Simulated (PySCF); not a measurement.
# TDDFT excited states: B2H8N2

Species: (H2B-mu-NH2)2.
Structure used (PBE0-D3(BJ)/def2-SVP), in Å, numbered top down from 1:
```
atom  x, y, z in Å
B1    -0.1598    1.0649   -0.1956
H2    -0.2123    1.5179   -1.3255
H3    -0.3095    1.8876    0.6905
N4     1.1490    0.1782    0.0279
B5     0.1794   -1.0795    0.2005
H6     0.3276   -1.8938   -0.6933
H7     0.2335   -1.5428    1.3261
N8    -1.1302   -0.1911   -0.0152
H9     1.6944    0.4155    0.8514
H10    1.7799    0.1316   -0.7667
H11   -1.7541   -0.1427    0.7850
H12   -1.6823   -0.4286   -0.8340
```

Level of theory: TDDFT PBE0/def2-SVPD, vertical, gas phase, core orbitals frozen in the response (PySCF).

**Question.** List the vertical singlet excitations with oscillator strengths and describe the spectrum.

**Answer.** 

| state | λ (nm) | E (eV) | f | \|μ\| (D) | main configurations (H = HOMO, L = LUMO) |
| --- | --- | --- | --- | --- | --- |
| S1 | 173.8 | 7.13 | 0.0000 | 0.02 | H→L (99%) |
| S2 | 172.6 | 7.18 | 0.038 | 1.18 | H-1→L (99%) |
| S3 | 166.6 | 7.44 | 0.0000 | 0.00 | H→L+1 (99%) |
| S4 | 163.8 | 7.57 | 0.0000 | 0.01 | H-2→L (97%) |
| S5 | 163.2 | 7.60 | 0.0000 | 0.00 | H-1→L+1 (99%) |
| S6 | 154.5 | 8.02 | 0.0000 | 0.00 | H-2→L+1 (98%) |
| S7 | 151.6 | 8.18 | 0.0000 | 0.01 | H→L+3 (95%) |
| S8 | 147.6 | 8.40 | 0.0000 | 0.01 | H→L+2 (98%) |
| S9 | 146.5 | 8.46 | 0.0000 | 0.01 | H-1→L+3 (98%) |
| S10 | 145.8 | 8.51 | 0.0000 | 0.00 | H-1→L+2 (93%) |

Triplets, Tamm–Dancoff:

| state | E (eV) | λ (nm) | main configurations (H = HOMO, L = LUMO) |
| --- | --- | --- | --- |
| T1 | 6.88 | 180.3 | H→L (97%) |
| T2 | 7.00 | 177.2 | H-1→L (96%) |
| T3 | 7.25 | 171.1 | H→L+1 (97%) |
| T4 | 7.39 | 167.8 | H-2→L (89%) |

The lowest singlet comes at 174 nm (688 kJ/mol) in the vacuum ultraviolet; it is dark (f under 0.0005); its leading configuration is HOMO→LUMO (99%). The most intense listed level is S2 at 7.18 eV (173 nm, f = 0.038), 0.05 eV above S1. Löwdin shares by element: HOMO nitrogen 38%, boron 32% (atoms not listed hold the other 30%); LUMO boron 53%, hydrogen 14% or more (atoms not listed hold the other 33%). Of the 10 states listed, 1 reaches f = 0.01 and 9 stay under 0.0005. Orbital energies (eV): HOMO-3 -10.91, HOMO-2 -8.54, HOMO-1 -8.15, HOMO -8.05, LUMO 0.23, LUMO+1 0.70, LUMO+2 1.36. The listed states span 1.37 eV, and the widest gap between neighbours is 0.43 eV (S5 to S6). All these states lie below the vertical ionisation energy of 10.16 eV (ΔSCF). Only the lowest 10 singlets were computed, as vertical energies without vibronic structure.

One conformer stands for the species.
